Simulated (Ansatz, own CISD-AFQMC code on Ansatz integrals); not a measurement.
C2H6Si, SMILES `C=C[SiH3]` (charge 0, multiplicity 1).

Cartesian coordinates (Å):
SMILES: C=C[SiH3]
```xyz
9

C     -1.5355     0.2113     0.0038
C     -0.4507    -0.5439     0.1656
Si     1.2876     0.0817    -0.0735
H     -2.5380    -0.1774     0.1496
H     -1.4681     1.2555    -0.2832
H     -0.5918    -1.5836     0.4538
H      1.9823    -0.6915    -1.1321
H      1.2402     1.5116    -0.4603
H      2.0739    -0.0638     1.1763
```
Charge 0, multiplicity 1.

Frozen-core energies in cc-pVDZ from Ansatz (a program for electronic structure) at a geometry from B3LYP-D3(BJ)/def2-TZVP; the HF reference has <S^2> = 0.00 and the T1 diagnostic is 0.011.

```tsv
level	energy (Ha)	difference from CCSDT(Q) (mHa)
HF	-368.13456	437.50
MP2	-368.50811	63.95
CCSD	-368.55670	15.35
CCSD(T)	-368.57017	1.89
CCSDT	-368.57119	0.87
phaseless AFQMC, CISD trial (own CISD-AFQMC code on Ansatz integrals; ±0.39 mHa)	-368.57157	0.49
CCSDT(Q)	-368.57206	0.00
```
